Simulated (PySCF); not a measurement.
Nb(NH)(F)2(NH2) (F2H3N2Nb), SMILES [NH]=[Nb]([NH2])([F])[F], multiplicity 1.

Coordinates come from a PBE0-D3(BJ)/def2-SVP optimisation. The spin state was assumed, not searched. The def2 effective core potentials stand for the cores of Nb; spin–orbit coupling is left out. The values are those of a single conformer.

These are PySCF with PBE/def2-TZVP values and carry that method's errors.

Symmetry labels are those of the subgroup Cs that the program uses (full group Cs).

Computed valence orbital energies around the gap with their symmetry:
| orbital | symmetry | energy (eV) |
|---|---|---|
| HOMO−7 | A' | -10.28 |
| HOMO−6 | A" | -10.06 |
| HOMO−5 | A' | -9.77 |
| HOMO−4 | A" | -9.43 |
| HOMO−3 | A' | -9.39 |
| HOMO−2 | A' | -7.11 |
| HOMO−1 | A" | -7.02 |
| HOMO | A" | -6.78 |
| LUMO | A' | -2.03 |
| LUMO+1 | A" | -1.63 |
| LUMO+2 | A' | -1.01 |
| LUMO+3 | A' | -0.86 |
